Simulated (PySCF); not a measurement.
## Electron correlation in Ca (calcium, neutral)

[Ar] 3d1 4s1, high-spin 3D determinant (an excited configuration). Computed with PySCF 2.14 in x2c-QZVPPall with one added diffuse shell each of s, p, d, f type (12s8p5d4f, 89 functions), with the spin-free X2C one-electron Hamiltonian (Gaussian nucleus). Frozen: [Ar]; 2 electrons correlated.

With two correlated electrons CCSD is exact within the correlated space (frozen core and kept virtual orbitals).

```
level  correlation energy (mhartree)
 CCSD                          -7.15
```

Diagnostics: T1 = 0.012, D1 = 0.0224, largest double amplitude 0.041.

Cost of the coupled-cluster step: about 12 core-seconds, for 2 correlated electrons.

Iterations:

```
CC2 = 0
CCSD nocc = (np.int64(2), np.int64(0)), nmo = (80, 80)
frozen orbitals [[0, 1, 2, 3, 4, 5, 6, 7, 8], [0, 1, 2, 3, 4, 5, 6, 7, 8]]
max_cycle = 100
direct = 0
conv_tol = 1e-08
conv_tol_normt = 1e-06
diis_space = 8
diis_start_cycle = 0
Init t2, MP2 energy = -0.0042163596170726
Init E_corr(UCCSD) = -0.00421635962089416
cycle = 1  E_corr(UCCSD) = -0.00582046272555008  dE = -0.0016041031  norm(t1,t2) = 0.0310369
cycle = 2  E_corr(UCCSD) = -0.00651003679039052  dE = -0.000689574065  norm(t1,t2) = 0.0153846
cycle = 3  E_corr(UCCSD) = -0.00713621997303168  dE = -0.000626183183  norm(t1,t2) = 0.00847426
cycle = 4  E_corr(UCCSD) = -0.00714054791314647  dE = -4.32794011e-06  norm(t1,t2) = 0.00271004
cycle = 5  E_corr(UCCSD) = -0.00714983665885741  dE = -9.28874571e-06  norm(t1,t2) = 0.000543448
cycle = 6  E_corr(UCCSD) = -0.00714484447473262  dE = 4.99218412e-06  norm(t1,t2) = 0.000139414
cycle = 7  E_corr(UCCSD) = -0.00714761653229594  dE = -2.77205756e-06  norm(t1,t2) = 4.27747e-05
cycle = 8  E_corr(UCCSD) = -0.00714643461995873  dE = 1.18191234e-06  norm(t1,t2) = 1.72929e-05
cycle = 9  E_corr(UCCSD) = -0.00714698860009353  dE = -5.53980135e-07  norm(t1,t2) = 8.31099e-06
cycle = 10  E_corr(UCCSD) = -0.00714682133956713  dE = 1.67260526e-07  norm(t1,t2) = 3.24034e-06
cycle = 11  E_corr(UCCSD) = -0.00714682650866759  dE = -5.16910045e-09  norm(t1,t2) = 5.88707e-07
UCCSD converged
E(UCCSD) = -679.5606646804695  E_corr = -0.007146826508667588
```
